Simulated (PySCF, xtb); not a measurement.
C₄H₆F₂, SMILES C[C@@H](F)/C=C\F.

GFN2-xTB in xtb at its own geometry gives an orbital gap of 5.11 eV and a dipole moment of 3.57 D.

Coordinates come from a r2SCAN-D4/def2-SVP optimisation. The structure was generated by enumeration; whether it is a known compound was not checked. Other conformers were not sampled.

Q: What does PySCF with PBE/def2-TZVP give? (Estimate from the structure and the level; the computed values follow.)

A: gap 5.23 eV (levels -6.33 and -1.10 eV), dipole 2.50 D.
